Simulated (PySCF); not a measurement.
**Exercise with solution: dipole moment from atomic charges**

CH₃FMoS₂, SMILES [CH3][Mo]([F])(=[S])=[S], multiplicity 1. Atoms are numbered in the order given.

```xyz
8

Mo     0.0923    -0.1963     0.0000
S     -0.0354     1.0095    -1.7081
S     -0.0354     1.0095     1.7081
F      1.5037    -1.3748     0.0000
C     -1.7081    -1.2323     0.0000
H     -2.5867    -0.5719     0.0000
H     -1.7201    -1.8602     0.9071
H     -1.7201    -1.8602    -0.9071
```
Charge 0, spin multiplicity 1.

Coordinates come from a PBE0-D3(BJ)/def2-SVP optimisation. The multiplicity is an assumed one; no other spin state was optimised. The structure was generated by enumeration; whether it is a known compound was not checked. The def2 effective core potentials stand for the cores of Mo; spin–orbit coupling is left out.

Charges (e) from PBE/def2-TZVP run with PySCF:

```
atom  Mulliken  ESP fit
----  --------  -------
Mo1      1.116    0.515
S2      -0.332   -0.154
S3      -0.332   -0.154
F4      -0.394   -0.180
C5      -0.546   -0.591
H6       0.168    0.166
H7       0.159    0.199
H8       0.159    0.199
```

The dipole moment of the full density is 1.94 D.

**Question.** What dipole moment does each set of point charges give, and which comes closer to that of the density?

**Answer.** 
μ = Σ q r, and 1 e Å = 4.8032 D.
Mulliken: Σ q r = (-0.515, -0.362, 0.000) e Å, |μ| = 3.02 D.
ESP fit: Σ q r = (-0.317, -0.272, 0.000) e Å, |μ| = 2.00 D.
ESP fit comes closer in size. Point charges leave out the atoms' own dipoles (lone pairs, polarised bonds); fits to the potential absorb them, partitions of the density don't.
